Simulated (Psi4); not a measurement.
A dimer, H4Ge ··· Br2 (SMILES [GeH4] and BrBr); the first 5 atoms form monomer A.

```
7

Ge     0.0000     0.0000     0.0000
H     -0.5776    -0.5427     1.3156
H      0.2206     1.5149     0.1240
H      1.3402    -0.6901    -0.2940
H     -0.9833    -0.2821    -1.1457
Br     1.1982    -0.9314    -3.6912
Br     1.3598     1.2943    -3.0722
```

What interaction energy does Psi4 with SAPT0/jun-cc-pVDZ, frozen core give, and which attractive term is the largest?

Total 2.30 kJ/mol: electrostatics -9.72, exchange 24.98, induction -2.18, dispersion -10.78. The most attractive term is dispersion.
